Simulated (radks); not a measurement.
Results of a calculation; reference values are marked as such.
Problem. Successive ionisation energies (eV) of one element, from differences of total energies of ions in their ground configurations, starting at charge 22: 1114.8, 1184.3, 1255.0, 1326.8, 1421.0, 1497.5, 1575.1, 1653.9, 1733.6, 1980.7, 2051.9, 2122.4, 2216.1, 2290.2, 2363.3, 2556.1, 2636.4, 6195.0, 6397.4, 6597.1, 6869.7, 7081.4. Code: a radial shooting solver on a logarithmic mesh with Libxc functionals. Model: scalar-relativistic Kohn-Sham, BLYP, spin-polarised, spherical densities, finite nucleus; open shells are filled with parallel spins first (spin-orbit coupling, left out, can overturn this in heavy ions); Fermi nuclear charge, rms radius 4.6156 fm. Which element is it?

Solution. Indium (Z = 49). The first species listed is In22+ in [Ar] 3d9, the last In43+ in [He] 2s2 2p2.
